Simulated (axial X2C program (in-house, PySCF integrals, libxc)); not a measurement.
**Curves of ISmI from open-shell CI on f6 s0**

Computed with an axial X2C code built on PySCF integrals: two-component X2C with atomic mean-field Coulomb and Gaunt terms, basis I dyall-v3z, Sm dyall-v3z (cores contracted in-house). Orbitals come from Hartree–Fock averaged over the configuration Sm f6 s0; CI then distributes these electrons over the f, s shells of Sm.

Scan along the symmetric stretch (R is each bond); masses I 126.904 u, Sm 151.920 u, I 126.904 u. Energies in cm⁻¹ from the lowest point; levels are followed by energy order within each Ω. Lowest level at 3.094 Å: 100% f6.

```
R (Å)  (1)Ω=0  (1)Ω=1  (1)Ω=2  (2)Ω=0  (2)Ω=1  (1)Ω=3  (3)Ω=0  (2)Ω=2  (3)Ω=1
2.877    2978    3129    3574    3765    3999    4308    4315    4557    4714
2.986     686     835    1280    1491    1718    2015    2052    2269    2442
3.094       0     149     593     805    1031    1330    1369    1580    1759
3.218     602     752    1197    1394    1623    1933    1954    2174    2352
3.342    2234    2386    2833    3006    3242    3569    3557    3795    3967
3.481    4870    5024    5474    5612    5857    6207    6150    6417    6577
3.651    8784    8941    9395    9487    9746   10125   10007   10313   10456
```

(1) Fit the curves (1)Ω=0, (1)Ω=1, (1)Ω=2, (2)Ω=0, (2)Ω=1, (1)Ω=3, (3)Ω=0, (2)Ω=2, (3)Ω=1 near their minima.

The 9 lowest curves are shown; the next is (4)Ω=0, from 1907 cm⁻¹.

Dynamic correlation is missing, so gaps between terms are too wide and other configurations may lie lower; the lowest level listed is that of this model, not necessarily the ground state. At most 4 roots were kept for each Ω > 0 (twice that for Ω = 0) within 2.2 eV of the lowest, so higher up levels can be missing between those listed; levels with Ω > 0 are doubly degenerate and listed once, Ω = 0 levels singly. States that fill the shells left empty in the average are placed too high. The molecule was held linear; bending was not examined.

## Answers

(1) From the open-shell CI curves, Te from the lowest:

| level | Te (cm⁻¹) | Re (Å) | ωe (cm⁻¹) |
| --- | --- | --- | --- |
| (1)Ω=0 | 0 | 3.099 | 112.8 |
| (1)Ω=1 | 149 | 3.099 | 112.9 |
| (1)Ω=2 | 593 | 3.099 | 112.9 |
| (2)Ω=0 | 804 | 3.100 | 112.2 |
| (2)Ω=1 | 1031 | 3.100 | 112.4 |
| (1)Ω=3 | 1330 | 3.099 | 112.9 |
| (3)Ω=0 | 1369 | 3.100 | 111.9 |
| (2)Ω=2 | 1580 | 3.100 | 112.5 |
| (3)Ω=1 | 1759 | 3.099 | 112.2 |

Without dynamic correlation distances can be off by several hundredths of an Å (long for ionic bonds, short for multiple bonds) and the wavenumbers are rough.
